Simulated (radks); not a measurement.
The numbers below are computed, except where a source is named.
All-electron atom: Pm XVI in [Kr] 4d10 (the NIST ground configuration). Code: a radial shooting solver on a logarithmic mesh with Libxc functionals. Model: scalar-relativistic Kohn-Sham, exchange-only LDA, spin-polarised, spherical densities, point nucleus.

Normalised radial functions P(r) = r R(r), r in bohr:

| r | 4s |
|---|---|
| 0.001054 | 0.1007 |
| 0.001198 | 0.1118 |
| 0.001351 | 0.1232 |
| 0.001535 | 0.1365 |
| 0.001731 | 0.1499 |
| 0.001967 | 0.1655 |
| 0.002236 | 0.1822 |
| 0.002521 | 0.1989 |
| 0.002865 | 0.2178 |
| 0.00323 | 0.2363 |
| 0.003672 | 0.2569 |
| 0.00414 | 0.2766 |
| 0.004705 | 0.2978 |
| 0.005348 | 0.3185 |
| 0.006029 | 0.3370 |
| 0.006853 | 0.3550 |
| 0.007726 | 0.3691 |
| 0.008781 | 0.3803 |
| 0.009901 | 0.3857 |
| 0.01125 | 0.3845 |
| 0.01279 | 0.3743 |
| 0.01442 | 0.3548 |
| 0.01639 | 0.3216 |
| 0.01848 | 0.2771 |
| 0.021 | 0.2142 |
| 0.02368 | 0.1401 |
| 0.02691 | 0.0452 |
| 0.03059 | -0.0640 |
| 0.03449 | -0.1759 |
| 0.0392 | -0.2994 |
| 0.0442 | -0.4113 |
| 0.05023 | -0.5154 |
| 0.05664 | -0.5865 |
| 0.06437 | -0.6202 |
| 0.07316 | -0.5965 |
| 0.08249 | -0.5125 |
| 0.09375 | -0.3533 |
| 0.1057 | -0.1437 |
| 0.1201 | 0.1270 |
| 0.1355 | 0.3974 |
| 0.154 | 0.6623 |
| 0.175 | 0.8534 |
| 0.1973 | 0.9224 |
| 0.2242 | 0.8446 |
| 0.2528 | 0.6191 |
| 0.2873 | 0.2341 |
| 0.324 | -0.2167 |
| 0.3682 | -0.7190 |
| 0.4185 | -1.1572 |
| 0.4718 | -1.4409 |
| 0.5363 | -1.5647 |
| 0.6046 | -1.5106 |
| 0.6872 | -1.3075 |
| 0.7748 | -1.0372 |
| 0.8806 | -0.7301 |
| 1.001 | -0.4591 |
| 1.128 | -0.2660 |
| 1.283 | -0.1305 |
| 1.446 | -0.0585 |
| 1.644 | -0.0212 |
| 1.853 | -0.0069 |
| 2.106 | -0.0017 |

4s: eigenvalue -614.24 eV, 3 radial nodes at r = 0.0284, 0.113, 0.306 bohr, <r> = 0.579 bohr, 90 % of the charge inside 0.828 bohr.
